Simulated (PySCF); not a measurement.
# Working out the ionisation energy of Kr⁺

Kr⁺ [Ar] 3d10 4s2 4p5 (2P) → Kr²⁺ [Ar] 3d10 4s2 4p4 (3P). Calculation: PySCF 2.14, in aug-cc-pwCVTZ-PP with ECP10MDF (8s7p6d4f1g, 96 functions); a scalar-relativistic core potential. Frozen: 3s2 3p6 3d10. Energies in hartree (1 hartree = 27.21139 eV):

```json
{"part": "UHF", "Kr⁺ (lower)": "-461.718758", "Kr²⁺ (upper)": "-460.864897"}
{"part": "CCSD correlation", "Kr⁺ (lower)": "-0.165434", "Kr²⁺ (upper)": "-0.133439"}
{"part": "(T)", "Kr⁺ (lower)": "-0.004591", "Kr²⁺ (upper)": "-0.003320"}
```

Problem. What does Hartree-Fock give?

Solution. (-460.864897) − (-461.718758) = 0.853861 hartree = 23.235 eV.

Problem. What do CCSD and CCSD(T) give?

Solution. The CCSD correlation energies differ by 0.031995 hartree = 0.871 eV and the triples by 0.001271 hartree = 0.035 eV, so CCSD gives 24.106 eV and CCSD(T) 24.141 eV.

Reference: 24.360 eV (measured; NIST Atomic Spectra Database, ionization energies), between the lowest levels; spin-orbit coupling is absent from the calculation.

What remains against the reference includes basis incompleteness, the frozen core and higher excitations.
